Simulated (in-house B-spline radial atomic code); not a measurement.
## RPA and G0W0 on B3LYP (VWN-RPA): the krypton ion Kr⁷⁺

Configuration [Ar] 3d10 4s1, highest spin, mean-field start B3LYP (VWN-RPA). Computed with an all-electron radial atomic-structure program (B-spline basis): all electrons, scalar-relativistic (spin-free one-electron X2C), finite nucleus, each spin shell either full or empty, empty states to l = 9 with an (l + 1/2)⁻⁴ tail; G0W0 by contour deformation at full frequency.

Command:
```bash
python run_gw.py task.json out
```
Settings (radii: box in bohr, nucleus in fm):
```
Z                        36
electrons                29
configuration            [Ar] 3d10 4s1
hamiltonian              x2c
method                   b3lyp
lmax                     9
rms_radius               4.1884
spin_polarised           True
box_radius               8.41
intervals                67
ion_configuration        [Ar] 3d10
```

Cost of the run: 8.1 s on 1 thread of Arm Neoverse N1, on a shared host.

Energies (hartree):

| term | value |
| --- | --- |
| mean-field total | -2776.29553 |
| Hartree-Fock functional on these orbitals | -2774.70976 |
| direct second order | -2.4517 |
| second-order exchange | 0.72303 |
| SOSEX correction | 0.67611 |

**Question.** What is the RPA correlation energy, and what remains with SOSEX?

**Answer.** RPA gives -2.1882 hartree (-2.05 eV per electron); RPA + SOSEX gives -1.5121, and the second-order doubles -1.7286 hartree (no singles). RPA lacks exchange-type terms and so overcorrelates at short range.

Quasi-particle levels (eV):

```
  level  occupied  mean field  Σx - vxc     Σc  QP weight     G0W0
  4s up       yes     -121.08     -3.90      ?          ?        ?
3d down       yes     -198.19    -16.54   2.74      0.963  -212.00
  3d up       yes     -198.53    -16.57   2.75      0.960  -212.35
4s down        no     -116.17      9.48  -2.71      0.967  -109.40
```

G0W0 = mean field + (Σx - vxc) + Σc, with Σc (partial-wave tail included) taken at the quasi-particle energy. Only the outer levels were computed. Levels of low weight are left out.

**Question.** Where does G0W0 put 4s up?

**Answer.** At -126.93 eV, with Σc = -1.95 eV and a quasi-particle weight of 0.980. The tabulated removal energy is 125.802 ± 0.003 eV (NIST, measured); the calculation leaves out spin-orbit coupling, Breit and QED terms, and what these don't explain is the method's own error.

**Question.** What does it cost to remove one electron (to [Ar] 3d10) by differences of total energies, each species on its own start (correlation terms add to the Hartree-Fock functional)?

**Answer.** B3LYP (VWN-RPA) 127.42 eV, Hartree-Fock functional 124.64 eV, + RPA 126.51 eV, + RPA + SOSEX 125.75 eV, + second order 126.13 eV. Tabulated: 125.802 ± 0.003 eV (NIST, measured); the calculation leaves out spin-orbit coupling, Breit and QED terms, and what these don't explain is the method's own error.
